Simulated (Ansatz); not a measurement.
Z-matrix (Å, degrees):
```
O
C 1 1.3452
H 2 1.0806 1 114.10
H 2 1.0860 3 121.65 1 -153.26
C 1 1.4088 2 114.77 3 -177.42
H 5 1.0889 1 107.25 2 177.40
H 5 1.0952 6 109.51 1 -120.31
H 5 1.0964 6 109.33 7 -119.50
```
Charge 0, spin multiplicity 2.

These are frozen-core CCSD(T)/cc-pVTZ // PBE0-D4/def2-TZVP (Ansatz, a program for electronic structure) values and carry that method's errors.

The HF energy comes out as -153.49910 Ha and the MP2 correlation energy comes out as -0.56251 Ha.

Q: Estimate the CCSD correlation energy, the (T) correction, the total energy and the T1 diagnostic.

A: 
```json
{
  "CCSD correlation energy": "-0.59276 Ha",
  "(T) correction": "-0.02160 Ha",
  "CCSD(T) total energy": "-154.11347 Ha",
  "T1 diagnostic": "0.016"
}
```
